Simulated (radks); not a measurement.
The table gives one normalised radial function P(r) = r R(r) of K3+ in [He] 2s2 2p5.5 3s2 3p4 4f0.5 (r in bohr). All-electron calculation, non-relativistic Kohn-Sham, OLYP, spin-polarised, spherical densities, point nucleus; open shells are filled with parallel spins first. Program: a radial shooting solver on a logarithmic mesh with Libxc functionals.

r,P
0.01184,0.0000
0.01795,0.0000
0.02699,0.0000
0.04092,0.0000
0.06154,0.0000
0.09254,0.0000
0.1403,0.0002
0.2109,0.0008
0.3172,0.0030
0.4809,0.0105
0.7231,0.0319
1.096,0.0870
1.648,0.1940
2.479,0.3592
3.758,0.5079
5.651,0.4014
8.498,0.1371
12.88,0.0116

Which n and l does it have? It may be an empty orbital.

Answer. n = 4, l = 3: the number of nodes gives n - l - 1 = 0, the rise at small r (about r^(l+1)) gives l, and the extent must fit the shell. The curve is that of 4f up; the table hardly tells the two spins apart. 4f up: eigenvalue -10.846 eV, 0 radial nodes, <r> = 4.55 bohr, 90 % of the charge inside 6.67 bohr.
